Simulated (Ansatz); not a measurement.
`[CH3][GaH][NH][SiH3]`, charge 0, multiplicity 1.

Q: Give a relaxed structure at PBE0-D4/def2-TZVP (the Gaussian-basis code of Ansatz). (Best estimate.)

A: Ansatz gave: 
```xyz
12

C    -0.1929   -0.4083    1.9630
Ga    1.2304    0.1474    0.7362
N     0.7559    0.3676   -1.0300
Si   -0.7921    0.1559   -1.7536
H    -0.1718   -1.4950    2.0845
H    -0.0618    0.0352    2.9514
H    -1.1781   -0.1339    1.5815
H     2.7356    0.4145    1.0729
H     1.4962    0.6447   -1.6572
H    -1.8121    1.0780   -1.1769
H    -1.3160   -1.2257   -1.5567
H    -0.6935    0.4196   -3.2151
```
This is one stationary point; other conformers may exist.
